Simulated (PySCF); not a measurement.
## Relaxation of singlet ZrSI₂

Method: B3LYP in PySCF with Zr def2-SVP with ECP28, S def2-SVP, I def2-SVP with ECP28; scalar-relativistic core potentials, no spin–orbit coupling; density-fitted integrals. A (50,194) grid was used.

A hand-made T-shaped (ligand arrangement 2) start, of C2v symmetry, held to at least that symmetry:

```xyz
4
charge 0 multiplicity 1, angstrom
Zr    0.0000    0.0000   -0.2558
S     0.0000    0.0000    1.9542
I     2.8683    0.0000   -0.1556
I    -2.8683    0.0000   -0.1556
```

Optimiser trace:
```json
{"step": "0", "E − E(last) (kJ/mol)": "113.90", "largest gradient (Eh/bohr)": "0.04855"}
{"step": "1", "E − E(last) (kJ/mol)": "74.80", "largest gradient (Eh/bohr)": "0.01714"}
{"step": "2", "E − E(last) (kJ/mol)": "35.81", "largest gradient (Eh/bohr)": "0.01922"}
{"step": "3", "E − E(last) (kJ/mol)": "14.28", "largest gradient (Eh/bohr)": "0.00918"}
{"step": "4", "E − E(last) (kJ/mol)": "5.60", "largest gradient (Eh/bohr)": "0.00672"}
{"step": "5", "E − E(last) (kJ/mol)": "0.98", "largest gradient (Eh/bohr)": "0.00376"}
{"step": "6", "E − E(last) (kJ/mol)": "0.04", "largest gradient (Eh/bohr)": "0.00171"}
{"step": "7", "E − E(last) (kJ/mol)": "0.00", "largest gradient (Eh/bohr)": "0.00076"}
{"step": "8", "E − E(last) (kJ/mol)": "0.00", "largest gradient (Eh/bohr)": "0.00011"}
```

It ends at C2v with Zr–I 2.746 Å (×2), Zr–S 2.201 Å; I–Zr–I 128.2°, I–Zr–S 115.9° (×2) (after a last refinement on a finer grid). A frequency run shows 1 imaginary mode, down to 19i cm⁻¹, so it is at most a very flat saddle point.

Final geometry:
Z-matrix (Å, degrees; charge 0 multiplicity 1):
```
Zr
S  1 2.2009
I  1 2.7456 2 115.88
I  1 2.7456 2 115.88 3 180.00
```
